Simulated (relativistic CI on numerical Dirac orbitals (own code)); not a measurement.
**V²⁺: L2,3 absorption edge**

Computed with this model: Dirac-Coulomb-Breit CI, orbitals from a KLI potential per configuration, model QED (radiative potential, 1s self-energy scaled to tabulated hydrogen-like ionisation energies), valence Slater integrals scaled by 0.9, multiplet model of core-to-valence dipole absorption; configurations [Ar] 3d3 → [He] 2s2 2p5 3s2 3p6 3d4; 10 K; Lorentzian 0.4 eV and Gaussian 0.3 eV FWHM. Energies are those of the free ion, without screening or charge transfer. The branching ratio is the share of the lower-energy edge in the whole absorption, uncertain by about 0.02 where the edges overlap. S is read from ⟨S²⟩ = S(S + 1).

Field parameters in Wybourne normalisation: Oh B⁴₀ = 21Dq, B⁴₄ = √(5/14) B⁴₀. The field is a parameter set, without covalency.

Peaks in eV (height, largest 100): 515.1 (66), 516.3 (89), 517.4 (76), 519.3 (16), 519.6 (16), 522.4 (100), 523.5 (41), 524.5 (50).

(1) Which surroundings give this spectrum?
A. Oh, 10Dq = 15500 cm⁻¹
B. Oh, 10Dq = 11400 cm⁻¹
C. Oh, 10Dq = 7350 cm⁻¹
D. Oh, 10Dq = 3250 cm⁻¹

Answers

(1) A. Oh, 10Dq = 15500 cm⁻¹, where the ground state has S = 1.50.
